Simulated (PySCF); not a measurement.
A structure optimised at PBE-D3(BJ)/def2-SVP, used in a PySCF frequency run:

```xyz
9

Hf    -0.0002    -0.6814     0.0000
I      0.0077     0.8002    -2.3135
I      0.0077     0.8002     2.3135
N      1.5513    -1.9619     0.0000
H      2.0388    -2.3087    -0.8357
H      2.0388    -2.3087     0.8357
N     -1.6370    -1.8613     0.0000
H     -2.5965    -1.4902     0.0000
H     -1.6836    -2.8857     0.0000
```
Charge 0, spin multiplicity 1.

Task: Write its SMILES, formula and point group.

Result: [NH2][Hf]([NH2])([I])[I], H4HfI2N2, Cs

Task: What are its rotational constants (standard atomic weights)?

Result: 1.1041, 0.34875, 0.29242 GHz
